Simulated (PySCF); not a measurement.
C3O3Os, SMILES [C-](->[Os](<-[C-]#[O+])<-[C-]#[O+])#[O+], multiplicity 1.

Coordinates come from a PBE0-D3(BJ)/def2-SVP optimisation. The spin state was assumed, not searched. The def2 effective core potentials stand for the cores of Os; spin–orbit coupling is left out.

Two levels are set side by side: PBE/def2-TZVP (PySCF) and ωB97X/def2-TZVP (PySCF). Same geometry, gas phase. Differences are taken from unrounded values.

```json
[
 {"quantity": "orbital gap (eV)", "ωB97X": "7.37"},
 {"quantity": "highest occupied level (eV)", "ωB97X": "-8.68"},
 {"quantity": "lowest empty level (eV)", "ωB97X": "-1.31"},
 {"quantity": "dipole moment (D)", "ωB97X": "2.78"},
 {"quantity": "mean polarisability (bohr³)", "ωB97X": "88.8"}
]
```

Question: What does PBE give, and how far is it from ωB97X? (The exact figures need the calculation; the answer reports its results.)

Answer: 
```
quantity                       PBE  PBE minus ωB97X
---------------------------  -----  ---------------
orbital gap (eV)              1.32            -6.05
highest occupied level (eV)  -5.60             3.08
lowest empty level (eV)      -4.28            -2.97
dipole moment (D)             2.32            -0.46
mean polarisability (bohr³)   88.1             -0.7
```

PBE's occupied levels lie high since its potential decays too fast outside the molecule; exact exchange lowers them and widens the gap. Differences between two approximate levels are no errors against the true value.

Rough cost on one machine, each run with all the roots and properties that it gave: ωB97X against PBE within a factor of 2.
